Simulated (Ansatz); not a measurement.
Cost and result for the atomization energy of H$_{6}$O$_{3}$Si$_{2}$ (`O[SiH](O)O[SiH3]`) (11 atoms, 10 bonds).

Cartesian coordinates in Å:
```
O 1.798 1.308 0.992
Si 1.050 0.472 -0.192
O 1.382 -1.133 -0.153
O -0.562 0.562 -0.045
Si -1.939 -0.319 -0.182
H 1.552 1.130 1.902
H 1.510 1.101 -1.442
H 2.299 -1.403 -0.217
H -1.945 -1.086 -1.454
H -3.082 0.627 -0.169
H -2.063 -1.259 0.960
```

The species carries charge 0 and has multiplicity 1. The geometry is a stationary point of PBE0-D4/def2-TZVP. It is one conformer, not always the lowest. Program: Ansatz. All runs use 4 threads of an Arm Neoverse V2 on a shared host. Times are those of one run each, without the atoms' runs, and a repeat can differ threefold. Electronic energies, without spin–orbit coupling; frozen cores. CCSD(T)/CBS adds CCSD(T) − MP2 in def2-TZVPP to the MP2 limit, and its time is that of the two runs behind it. T1 = 0.011. B3LYP takes the VWN-RPA correlation (the form of Gaussian; ORCA's B3LYP/G).

CCSD(T)/CBS is a level of theory with its own doubt, some kJ/mol a heavy atom from the limit and from the frozen cores, so smaller differences don't rank the functionals.

| level | functions | wall time |
| --- | --- | --- |
| LDA (SPW92)/def2-TZVPP | 261 | 1.4 s |
| BLYP-D4/def2-TZVPP | 261 | 2.4 s |
| PBE-D4/def2-TZVPP (with forces) | 261 | 2.8 s |
| PBE0-D4/def2-TZVPP | 261 | 3.7 s |
| r2SCAN-D4/def2-TZVPP (with forces) | 261 | 5.5 s |
| B3LYP-D4/def2-TZVPP (with forces) | 261 | 6 s |
| CCSD(T)/def2-SVP | 108 | 6 s |
| r2SCANh-D4/def2-TZVPP | 261 | 6.5 s |
| B97M-V/def2-TZVPP | 261 | 9.5 s |
| ωB97M-V/def2-TZVPP (with forces) | 261 | 12 s |
| MP2/def2-QZVPP | 491 | 25 s |
| CCSD(T)/def2-TZVPP | 261 | 3.4 min |
| CCSD(T)/CBS(def2) | – | 3.8 min |

(1) What atomization energy does each give, and how far from CCSD(T)/CBS? (Estimate.)

Results:

(1) Computed: 
```json
{"level": "LDA (SPW92)/def2-TZVPP", "atomization (kJ/mol)": "4662.8", "difference from CCSD(T)/CBS": "503.6", "per bond": "50.4"}
{"level": "BLYP-D4/def2-TZVPP", "atomization (kJ/mol)": "4097.8", "difference from CCSD(T)/CBS": "-61.4", "per bond": "-6.1"}
{"level": "PBE-D4/def2-TZVPP (with forces)", "atomization (kJ/mol)": "4117.6", "difference from CCSD(T)/CBS": "-41.6", "per bond": "-4.2"}
{"level": "PBE0-D4/def2-TZVPP", "atomization (kJ/mol)": "4049.9", "difference from CCSD(T)/CBS": "-109.3", "per bond": "-10.9"}
{"level": "r2SCAN-D4/def2-TZVPP (with forces)", "atomization (kJ/mol)": "4123.8", "difference from CCSD(T)/CBS": "-35.4", "per bond": "-3.5"}
{"level": "B3LYP-D4/def2-TZVPP (with forces)", "atomization (kJ/mol)": "4106.5", "difference from CCSD(T)/CBS": "-52.7", "per bond": "-5.3"}
{"level": "CCSD(T)/def2-SVP", "atomization (kJ/mol)": "3783.7", "difference from CCSD(T)/CBS": "-375.5", "per bond": "-37.6"}
{"level": "r2SCANh-D4/def2-TZVPP", "atomization (kJ/mol)": "4093.2", "difference from CCSD(T)/CBS": "-66.0", "per bond": "-6.6"}
{"level": "B97M-V/def2-TZVPP", "atomization (kJ/mol)": "4124.4", "difference from CCSD(T)/CBS": "-34.8", "per bond": "-3.5"}
{"level": "ωB97M-V/def2-TZVPP (with forces)", "atomization (kJ/mol)": "4139.4", "difference from CCSD(T)/CBS": "-19.8", "per bond": "-2.0"}
{"level": "MP2/def2-QZVPP", "atomization (kJ/mol)": "4194.6", "difference from CCSD(T)/CBS": "35.4", "per bond": "3.5"}
{"level": "CCSD(T)/def2-TZVPP", "atomization (kJ/mol)": "4030.7", "difference from CCSD(T)/CBS": "-128.5", "per bond": "-12.9"}
{"level": "CCSD(T)/CBS(def2)", "atomization (kJ/mol)": "4159.2", "difference from CCSD(T)/CBS": "0.0", "per bond": "0.0"}
```

In def2-TZVPP, CCSD(T) changes the Hartree–Fock value by +1017.7 kJ/mol (the triples alone add +51.9 kJ/mol) and MP2 by +1103.3 kJ/mol; breaking electron pairs costs correlation energy, which Hartree–Fock lacks. The D4 term adds +36.9 kJ/mol with B3LYP and +19.4 kJ/mol with PBE0; it sums over pairs of atoms, weighted by their polarisabilities, and B3LYP, whose exchange is more repulsive, gets the larger term. From r2SCAN to r2SCAN0 (25 % exact exchange), in def2-TZVPP and without D4, the atomization energy moves by −75.8 kJ/mol: exact exchange takes away binding that semilocal exchange gives to molecules.
